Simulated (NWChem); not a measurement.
# BNH₃Cl; SMILES B(N)Cl

```xyz
6

B     -0.5800     0.5139     0.0000
H     -1.7612     0.6555     0.0000
Cl     0.0853    -1.1441     0.0000
N      0.2831     1.6023     0.0000
H     -0.0555     2.5545     0.0000
H      1.2912     1.5168     0.0000
```
Atoms are numbered in this order, from 1.

Results from NWChem. Pople sets run with spherical d functions. The geometry was optimised at B3LYP/6-31G* (spherical d). Isotropic polarisability at PBE0/6-31+G*. A Cauchy series cut after its second term is a line in ω².

| row | ω² (10⁻³ Ha²) | α (bohr³) |
|---|---|---|
| static | 0.00 | 32.63 |
| 1065 nm | 1.83 | 32.93 |
| 589 nm | 5.98 | withheld |
| 400 nm | 12.97 | 34.98 |

Task: Fit a straight line of the last column on the one before it, predict the withheld value, and compare with the run.

Result: 
1. Means of the 3 shown rows: x = 4.933, y = 33.513. Slope Σ(x − x̄)(y − ȳ)/Σ(x − x̄)² = 17.96/98.56 = 0.1822; intercept 32.614.
2. The shown rows scatter about the line by 0.014 (root mean square); the largest residual is -0.02, at 1065 nm.
3. At x = 5.98 (589 nm; inside the shown range) the line gives 33.70.
4. The run gives 33.65, -0.05 from the line. The intercept estimates α(0), and the slope, 182 bohr³/Ha², the next Cauchy moment.
